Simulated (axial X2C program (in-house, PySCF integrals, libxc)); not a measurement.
**What spin–orbit coupling does to YS⁺**

All values were computed with an axial X2C code built on PySCF integrals. Spin-free means the one-electron spin-free X2C Hamiltonian; two-component (2c) means X2C with spin–orbit coupling and atomic mean-field two-electron Coulomb and Gaunt terms, so the difference of the two also holds small scalar two-electron terms. Basis: Y dyall-cv3z [11s12p9d6f3g], S dyall-av3z [9s8p3d2f] (cores contracted in-house); Gaussian nuclei, density fitting, unrestricted open shells. Masses: Y 88.906 u, S 31.972 u.

Spin-free state: M_S = 0, Λ = 0 (closed shell); fragments Y+ + S.

```tsv
level	Re (Å)	ωe (cm⁻¹)	μ (D)
PBE0	2.210	549.3	-8.03
HF	2.222	568.6	-10.02
CCSD	2.245	533.9	n/a
CCSD(T)	2.263	508.6	n/a
BP86	2.232	520.5	-7.42
```

Correlated methods: 8 electrons correlated (number of frozen shells: Y 4 s, 3 p, 1 d; S 2 s, 1 p), 310 virtual spin orbitals or spinors in MP2, 90 natural virtuals in coupled cluster.

Dipoles are positive if S is the positive end and refer to the centre of mass.

Two-component determinant lowest at the distance of the search:

Ω = 0 (closed shell); fragments Y+ + S.

```json
{"level": "PBE0", "Re (Å)": "2.209", "ωe (cm⁻¹)": "549.4", "μ (D)": "-8.02"}
{"level": "HF", "Re (Å)": "2.222", "ωe (cm⁻¹)": "568.6", "μ (D)": "-10.00"}
{"level": "CCSD", "Re (Å)": "2.245", "ωe (cm⁻¹)": "534.0", "μ (D)": "n/a"}
{"level": "CCSD(T)", "Re (Å)": "2.263", "ωe (cm⁻¹)": "508.7", "μ (D)": "n/a"}
{"level": "BP86", "Re (Å)": "2.232", "ωe (cm⁻¹)": "520.5", "μ (D)": "-7.41"}
```

Question: From the two tables, how do the constants change at the CCSD(T) level (2c against spin-free)?

Answer: At the CCSD(T) level Re is unchanged within 0.001 Å and ωe is unchanged to within 0.2 cm⁻¹.

One determinant describes the state; a PBE0 search over occupations chose it and may have missed a lower one. Closed shells are restricted here (equal orbitals for both partners); the stretched side of such a curve lies too high. De is not given where an atomic determinant may have missed its ground term or J level, or where the truncated virtual space spoils (T). Coupled cluster ran in a truncated set of natural virtual spinors; the MP2 energy of the rest was added. (T) has no such correction and the atoms are truncated less, which lowers De at CCSD(T) by a hundredth of an eV or more. The functionals have no current-density term, which raises determinants with orbital currents, atoms included. The outer-core s and p shells of the metal are frozen in the correlated rows, which leaves out core–valence correlation; for alkali and alkaline-earth bonds that tends to lengthen them. With the outer-core shells frozen, correlated bond lengths of heavy atoms tend to come out a few hundredths of an ångström too long.
